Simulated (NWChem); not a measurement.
System meant: C3H4O3, triplet; SMILES of the neutral closed-shell parent O1C(OCC1)=O

The following NWChem deck was run.

```
start job
memory heap 200 mb stack 900 mb global 1100 mb
geometry units angstroms noautoz
  O      0.881186    -1.501577     0.000000
  C     -0.301009    -0.872251     0.000000
  O     -0.463320    -0.108518    -1.113822
  C     -0.100693     1.227984    -0.768129
  C     -0.100693     1.227984     0.768129
  O     -0.463320    -0.108518     1.113822
  H      0.887985     1.472981    -1.187239
  H     -0.849599     1.903097    -1.206942
  H     -0.849599     1.903097     1.206942
  H      0.887985     1.472981     1.187239
end
basis spherical
  O library def2-svp
  C library def2-svp
  H library def2-svp
end
dft
  odft
  mult 4
  xc b3lyp
  iterations 150
  mulliken
end
task dft energy
```

End of the output:

```
 ==============================================================================
                                 internuclear angles
 ------------------------------------------------------------------------------
        center 1       |       center 2       |       center 3       |  degrees
 ------------------------------------------------------------------------------
    1 O                |   2 C                |   3 O                |   111.66
    1 O                |   2 C                |   6 O                |   111.66
    3 O                |   2 C                |   6 O                |   109.94
    2 C                |   3 O                |   4 C                |   107.28
    3 O                |   4 C                |   5 C                |   104.02
    3 O                |   4 C                |   7 H                |   110.13
    3 O                |   4 C                |   8 H                |   107.77
    5 C                |   4 C                |   7 H                |   112.37
    5 C                |   4 C                |   8 H                |   113.52
    7 H                |   4 C                |   8 H                |   108.84
    4 C                |   5 C                |   6 O                |   104.02
    4 C                |   5 C                |   9 H                |   113.52
    4 C                |   5 C                |  10 H                |   112.37
    6 O                |   5 C                |   9 H                |   107.77
    6 O                |   5 C                |  10 H                |   110.13
    9 H                |   5 C                |  10 H                |   108.84
    2 C                |   6 O                |   5 C                |   107.28
 ------------------------------------------------------------------------------
                            number of included internuclear angles:         17
 ==============================================================================

 Summary of "ao basis" -> "" (spherical)
 ------------------------------------------------------------------------------
       Tag                 Description            Shells   Functions and Types
 ---------------- ------------------------------  ------  ---------------------
 O                          def2-svp                 6       14   3s2p1d
 C                          def2-svp                 6       14   3s2p1d
 H                          def2-svp                 3        5   2s1p

                                 NWChem DFT Module
                                 -----------------

 Summary of "ao basis" -> "ao basis" (spherical)
 ------------------------------------------------------------------------------
       Tag                 Description            Shells   Functions and Types
 ---------------- ------------------------------  ------  ---------------------
 O                          def2-svp                 6       14   3s2p1d
 C                          def2-svp                 6       14   3s2p1d
 H                          def2-svp                 3        5   2s1p

      Symmetry analysis of basis
      --------------------------

        a'         58
        a"         46

  number of electrons :                   46
  multiplicity        :                    4
 ------------------------------------------------------------------------
  no. of electrons and multiplicity not compatible                  46
 ------------------------------------------------------------------------
 ------------------------------------------------------------------------
  current input line :
    27: task dft energy
 ------------------------------------------------------------------------
 ------------------------------------------------------------------------
 There is an error in the input file
 ------------------------------------------------------------------------
 For more information see the NWChem manual at https://nwchemgit.github.io

0: no. of electrons and multiplicity not compatible:Received an Error in Communication
```

Find the fault in this run and fix the input.

The program refused the input. Cause: the multiplicity doesn't fit the number of electrons (an even count wants an odd multiplicity, and the reverse). This input runs:
```
start job
memory heap 200 mb stack 900 mb global 1100 mb
geometry units angstroms noautoz
  O      0.881186    -1.501577     0.000000
  C     -0.301009    -0.872251     0.000000
  O     -0.463320    -0.108518    -1.113822
  C     -0.100693     1.227984    -0.768129
  C     -0.100693     1.227984     0.768129
  O     -0.463320    -0.108518     1.113822
  H      0.887985     1.472981    -1.187239
  H     -0.849599     1.903097    -1.206942
  H     -0.849599     1.903097     1.206942
  H      0.887985     1.472981     1.187239
end
basis spherical
  O library def2-svp
  C library def2-svp
  H library def2-svp
end
dft
  odft
  mult 3
  xc b3lyp
  iterations 150
  mulliken
end
task dft energy
```
It converges to -341.97927 Ha (B3LYP/def2-SVP, spin-unrestricted).
